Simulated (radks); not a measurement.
Problem. The boron ion B2+, [He] 2s1. All-electron calculation, non-relativistic Kohn-Sham, exchange-only B88, spin-polarised, spherical densities, point nucleus. Program: a radial shooting solver on a logarithmic mesh with Libxc functionals. Every spin shell is full or empty, so the densities are truly spherical. Functionals are evaluated on that one density, not self-consistently. Rank these orbital-free kinetic functionals by their error against the exact value of the orbitals, and give that value: Thomas-Fermi, von Weizsacker, TF + vW, TF + vW/9, TF + vW/5, LC94, APBEK, Perdew 92, Thakkar, LKT, DePristo-Kress, Ernzerhof.

Solution. Exact: 23.3653 hartree. From best to worst, with 100 (|E| - |E exact|)/|E exact| (equal figures are ties): DePristo-Kress -0.11, APBEK +0.34, LC94 +0.38, TF + vW/9 +0.58, Perdew 92 +0.60, Thakkar +0.61, Ernzerhof +3.37, von Weizsacker -4.95, TF + vW/5 +9.03, Thomas-Fermi -9.98, LKT +56.22, TF + vW +85.07.
